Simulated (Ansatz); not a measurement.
Species: C₃H₄O, SMILES `C#COC` (charge 0, multiplicity 1).

Question: Give a relaxed geometry from B3LYP-D3(BJ)/def2-TZVP run with Ansatz (an electronic-structure program).

Answer: the end point of this relaxation (outside a Z-matrix the atoms follow the SMILES, hydrogens last).
Bonds (Å): C1–C2 1.200, C1–H5 1.060, C2–O3 1.296, O3–C4 1.445, C4–H6 1.086, C4–H7 1.090, C4–H8 1.090. Angles (°): C2–C1–H5 179.2, C1–C2–O3 178.6, C2–O3–C4 115.1, O3–C4–H6 105.8, O3–C4–H7 109.8, O3–C4–H8 109.8, H6–C4–H7 110.6, H6–C4–H8 110.6, H7–C4–H8 110.2.
